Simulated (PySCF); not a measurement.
**Excitation energy of Sr by level of theory**

Sr [Kr] 5s2 (1S) → Sr [Kr] 5s1 6s1 (3S), as a difference of total energies. All numbers are calculated (PySCF 2.14, scalar relativity by spin-free X2C-1e, in x2c-TZVPPall with one added diffuse shell each of s, p, d, f type (9s7p7d3f1g, 95 functions)). Correlated levels: valence: [Kr] frozen; valence and next inner shell: [Ar] 3d10 frozen. The calculations carry no spin-orbit coupling.

```tsv
method	excitation energy (cm⁻¹)	error (cm⁻¹)
UHF	22777	-6262
LDA	29444	+405
PBE	28135	-904
PBE0	27721	-1317
r2SCAN	26935	-2104
LC-wPBE	26879	-2159
wB97X-V	28750	-289
BLYP	29183	+144
PBEsol	28116	-923
MP2 (valence)	26369	-2670
SCS-MP2 (valence)	27487	-1552
MP2 (valence and next inner shell)	28503	-535
SCS-MP2 (valence and next inner shell)	29175	+137
```

Reference: 29039 cm⁻¹ (measured; NIST levels).

Errors of the correlated levels include the incompleteness of this basis and the frozen core.
